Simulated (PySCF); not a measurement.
An unknown is described by computed data only.

Formula: C9H12Si.

- 1H NMR: chemical shifts (computed TMS as zero) by class: 7.21 (3 H), 6.96 (3 H), 4.69 (1 H), 4.03 (3 H), 1.78 (2 H) ppm [GIAO PBE0/pcSseg-1]
- Rotational structure: rotational constants A, B, C: 2.573, 0.828, 0.804 GHz [GFN2-xTB]
- NMR, other nuclei: isotropic shieldings of nuclei other than C and H, by class: 428 (1 Si) ppm [GIAO PBE0/pcSseg-1]
- Dipole: 0.69 D [PBE0/pcSseg-1]
- 13C NMR: chemical shifts (computed TMS as zero) by class: 155.2 (3 C), 152.3 (3 C), 57.9 (1 C), 54.4 (1 C), 15.8 (1 C) ppm [GIAO PBE0/pcSseg-1]

Gas-phase values; electronic properties from PySCF, density fitting. Levels stand in brackets. Isolated species at its GFN2-xTB geometry (one conformer only). GFN2-xTB frequencies show an imaginary mode (21i cm⁻¹), so this geometry is no minimum at that level. NMR classes are plain means over equivalent atoms (diastereotopic ones count apart unless rotation or inversion swaps them), as if these changed places fast.

Question: What is the compound? Reason from the data.

Answer: Numbering: `[SiH3:1][CH2:2][C@@:3]12[CH:4]=[CH:5][C@@H:6]([CH:7]=[CH:8]1)[CH:9]=[CH:10]2`. Its formula, C9H12Si, gives 5 degrees of unsaturation: 2 rings and 3 π bonds in the structure found. 9 carbons fall into 5 classes; from least to most shielded: alkene CH carbon [C4/C8/C10] (155.2 ppm, 3 C, up to 5.2 ppm apart in this geometry), alkene CH carbon [C5/C7/C9] (152.3 ppm, 3 C), sp3 carbon at a ring junction [C3] (57.9 ppm), sp3 carbon at a ring junction [C6] (54.4 ppm), chain sp3 carbon bound to silicon [C2] (15.8 ppm). Hydrogen classes from least to most shielded: 3 H on 3 alkene CH carbons, C5/C7/C9 (7.21 ppm), 3 H on 3 alkene CH carbons, C4/C8/C10 (6.96 ppm), 1 H on an sp3 carbon at a ring junction, C6 (4.69 ppm), 3 H on an SiH3 silicon, Si1 (4.03 ppm), 2 H on an sp3 carbon bound to silicon, C2 (1.78 ppm). The other shieldings belong to: 428 ppm, SiH3 silicon [Si1]. The optimised geometry has point group Cs and is an asymmetric top. Structure: `[SiH3]CC12C=CC(C=C1)C=C2`. Computed isomers that give other values at the same levels: `c1ccc(C2C[SiH2]C2)cc1` (13C chemical shifts (computed TMS as zero) by class: 160.2 (1 C), 134.1 (2 C), 131.6 (2 C), 131.1 (1 C), 42.8 (1 C), 21.1 (2 C) ppm); `C=C(C)C#CC1=C[SiH2][C@@H]1C` (13C chemical shifts (computed TMS as zero) by class: 159.5 (1 C), 146.2 (1 C), 134.9 (1 C), 132.0 (1 C), 105.6 (1 C), 94.7 (1 C), 35.9 (1 C), 26.9 (1 C), 19.3 (1 C) ppm); `C#C[Si@]1(C)C[C@H](C#CC)C1` (13C chemical shifts (computed TMS as zero) by class: 104.4 (1 C), 93.2 (1 C), 92.0 (1 C), 84.1 (1 C), 28.7 (2 C), 21.7 (1 C), 5.0 (1 C), 0.6 (1 C) ppm). The assignments are read from this structure; whether some other isomer fits the data as well wasn't checked.

Shape of the structure used: `[SiH3:1][CH2:2][C@@:3]12[CH:4]=[CH:5][C@@H:6]([CH:7]=[CH:8]1)[CH:9]=[CH:10]2`: Si1–C2–C3–C4 180°.
